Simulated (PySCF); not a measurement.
**Correlation energy of Sb (antimony, neutral)**

[Kr] 4d10 5s2 5p2 6s1, high-spin 4P determinant (an excited configuration). Calculation: PySCF 2.14, in aug-cc-pVQZ-DK3 (9s8p6d3f2g, 102 functions); the spin-free X2C one-electron Hamiltonian (Gaussian nucleus). Frozen: [Kr] 4d10; 5 electrons correlated.

```csv
level,correlation energy (mhartree)
CCSD,-70.71
(T),-2.62
CCSD(T),-73.33
```

Diagnostics: T1 = 0.016, D1 = 0.0476, largest double amplitude 0.084.

The outer electron is Rydberg-like, and this basis confines it to a smaller radius and binds it less than a complete one would.

Cost of the coupled-cluster step: of the order of 25 core-seconds, for 5 correlated electrons.

Iterations:

```
CC2 = 0
CCSD nocc = (np.int64(4), np.int64(1)), nmo = (79, 79)
frozen orbitals [[0, 1, 2, 3, 4, 5, 6, 7, 8, 9, 10, 11, 12, 13, 14, 15, 16, 17, 18, 19, 20, 21, 22], [0, 1, 2, 3, 4, 5, 6, 7, 8, 9, 10, 11, 12, 13, 14, 15, 16, 17, 18, 19, 20, 21, 22]]
max_cycle = 100
direct = 0
conv_tol = 1e-08
conv_tol_normt = 1e-06
diis_space = 8
diis_start_cycle = 0
Init t2, MP2 energy = -0.0580957558647208
Init E_corr(UCCSD) = -0.058095755869104
cycle = 1  E_corr(UCCSD) = -0.0669612874278317  dE = -0.00886553156  norm(t1,t2) = 0.0486626
cycle = 2  E_corr(UCCSD) = -0.0693154595261934  dE = -0.0023541721  norm(t1,t2) = 0.019372
cycle = 3  E_corr(UCCSD) = -0.0707310775913532  dE = -0.00141561807  norm(t1,t2) = 0.00942058
cycle = 4  E_corr(UCCSD) = -0.0706752331454841  dE = 5.58444459e-05  norm(t1,t2) = 0.00268579
cycle = 5  E_corr(UCCSD) = -0.0707115109841505  dE = -3.62778387e-05  norm(t1,t2) = 0.00155369
cycle = 6  E_corr(UCCSD) = -0.0707061971766647  dE = 5.31380749e-06  norm(t1,t2) = 0.000552042
cycle = 7  E_corr(UCCSD) = -0.0707085233915756  dE = -2.32621491e-06  norm(t1,t2) = 0.000226065
cycle = 8  E_corr(UCCSD) = -0.0707085439569277  dE = -2.05653521e-08  norm(t1,t2) = 0.000171688
cycle = 9  E_corr(UCCSD) = -0.0707082944128326  dE = 2.49544095e-07  norm(t1,t2) = 0.000244628
cycle = 10  E_corr(UCCSD) = -0.0707078997540141  dE = 3.94658819e-07  norm(t1,t2) = 9.23877e-05
cycle = 11  E_corr(UCCSD) = -0.0707075335103541  dE = 3.6624366e-07  norm(t1,t2) = 6.00703e-05
cycle = 12  E_corr(UCCSD) = -0.0707079004006402  dE = -3.66890286e-07  norm(t1,t2) = 2.32406e-05
cycle = 13  E_corr(UCCSD) = -0.0707078363251538  dE = 6.40754865e-08  norm(t1,t2) = 8.33144e-06
cycle = 14  E_corr(UCCSD) = -0.0707077849926611  dE = 5.13324927e-08  norm(t1,t2) = 3.42559e-06
cycle = 15  E_corr(UCCSD) = -0.0707077929790517  dE = -7.98639063e-09  norm(t1,t2) = 1.46988e-06
cycle = 16  E_corr(UCCSD) = -0.0707078019476089  dE = -8.9685572e-09  norm(t1,t2) = 7.58746e-07
UCCSD converged
E(UCCSD) = -6477.57424977474  E_corr = -0.07070780194760891
UCCSD(T) correction = -0.0026162445395688
```
